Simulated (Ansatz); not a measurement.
Results of the Gaussian-basis code of Ansatz.

Basis-set series for CH₉NOSi₂ (`C[SiH2]N[SiH2]O`). The species carries charge 0 and has multiplicity 1. Geometry: relaxed with PBE0-D4/def2-TZVP. It is one conformer, not always the lowest.

```csv
atom,x (Å),y (Å),z (Å)
C1,-0.6210,-0.3656,2.2303
Si2,-0.1846,-1.0926,0.5675
N3,0.7994,-0.0209,-0.3709
Si4,0.5423,0.5929,-1.9543
O5,0.2177,2.2071,-2.0069
H6,-1.2317,-1.0664,2.8060
H7,-1.1803,0.5662,2.1195
H8,0.2789,-0.1536,2.8141
H9,0.5080,-2.3930,0.7972
H10,-1.4105,-1.3423,-0.2352
H11,1.6608,0.2757,0.0695
H12,1.7717,0.4766,-2.7714
H13,-0.5832,-0.1970,-2.5150
H14,-0.5675,2.5128,-1.5505
```

| functional | basis | functions | energy (Eh) | HOMO (eV) | LUMO (eV) |
| --- | --- | --- | --- | --- | --- |
| PBE0-D4 | def2-SVP | 123 | -751.83253 | -7.47 | 1.06 |
| PBE0-D4 | def2-TZVPP | 303 | -752.25546 | -7.61 | 0.37 |
| ωB97M-V | def2-SVP | 123 | -752.13944 | -9.76 | 2.78 |
| ωB97M-V | def2-TZVPP | 303 | -752.57185 | -9.92 | 1.82 |

**Question.** Give the rows for def2-QZVPP. (Estimate.)

**Answer.** The calculation gave: 
```csv
functional,basis,functions,energy (Eh),HOMO (eV),LUMO (eV)
PBE0-D4,def2-QZVPP,581,-752.28643,-7.63,0.07
ωB97M-V,def2-QZVPP,581,-752.60073,-9.94,1.25
```

Positive LUMOs are unbound and depend on the basis.
